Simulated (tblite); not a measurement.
Question: Give a GFN2-xTB geometry of `C#C[Si](N)(C#N)C#N`.

Answer: 
```xyz
11
C4H3N3Si angstrom
C      2.6982    0.3604    0.3147
C      1.5091    0.2345    0.1883
Si    -0.3194    0.0250   -0.0195
N     -0.9587   -1.4767   -0.5377
C     -1.1115    0.4000    1.6314
N     -1.5740    0.6272    2.6526
C     -0.8914    1.3053   -1.2558
N     -1.2228    2.0920   -2.0170
H      3.7378    0.4766    0.4283
H     -0.9912   -2.2677    0.0841
H     -0.8708   -1.7739   -1.4954
```

Any rigid rotation of these coordinates is as good. Atoms count from 1 in this order. N4 (silicon-bound nitrogen) has angles 120.9°, 120.9° and 111.0°, sum 352.9°, 0.18 Å off the plane of its three neighbours. Si3 (four-coordinate silicon) is distorted tetrahedral (angles from 106.6° to 120.1°).

Bonds between heavy atoms (Å): C1≡C2 1.202, C2–Si3 1.852, Si3–N4 1.712, Si3–C5 1.869, C5≡N6 1.144, Si3–C7 1.869, C7≡N8 1.144.

The geometry is computed with GFN2-xTB (gas phase).

Point group: Cs (every atom within 0.08 Å of its image). Its GFN2-xTB frequencies are all real (lowest 73 cm⁻¹). One conformer, not necessarily the lowest (C2–Si3–N4–H 74° and -74°).
